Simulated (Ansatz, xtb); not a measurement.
## A geometry optimisation of FH2Si2Te+ with r2SCAN-D4/def2-SVP

The starting geometry of this gas-phase singlet was built from a drawn formula by distance geometry and a force field; its bonds are those of `F[Si]1=[Te+][SiH2]1`.

```xyz
6

F    -3.6825   -2.9716    2.6248
Si   -1.9800   -2.6668    2.7592
Si   -0.3173   -1.2240    2.8104
Te    0.1977   -3.5255    2.9166
H    -0.1484   -0.5905    1.4873
H    -0.2967   -0.4946    4.1013
```

Where would you expect an optimisation with r2SCAN-D4/def2-SVP to take it?

It keeps its bonds, and is `F[Si]1=[Te+][SiH2]1`. Distances that change by over a tenth: Si3–Te4 (2.36 → 2.68 Å).

The energy falls by 0.99 eV over 6 steps:

| step | E − E(last) (eV) |
| --- | --- |
| 1 | 0.991 |
| 2 | 0.182 |
| 3 | 0.019 |
| 4 | 0.000 |
| 5 | 0.000 |
| 6 | 0.000 |

Final geometry (Å):

```xyz
6

F    -3.5696   -3.1393    2.6551
Si   -2.0560   -2.6657    2.7402
Si   -0.4400   -1.0965    2.7968
Te    0.0362   -3.7270    2.9120
H    -0.0152   -0.4629    1.5258
H    -0.1827   -0.3816    4.0696
```

From the same start GFN2-xTB ends elsewhere, differing in Si2–Si3 (3.86 against 2.25 Å here).

No frequencies were run, so the end isn't proven a minimum. Atoms past krypton carry core potentials, without spin–orbit terms. Run with Ansatz 0.2.0, 12 s on 1 thread of Intel(R) Xeon(R) 6975P-C (Granite Rapids), with other jobs on the host.
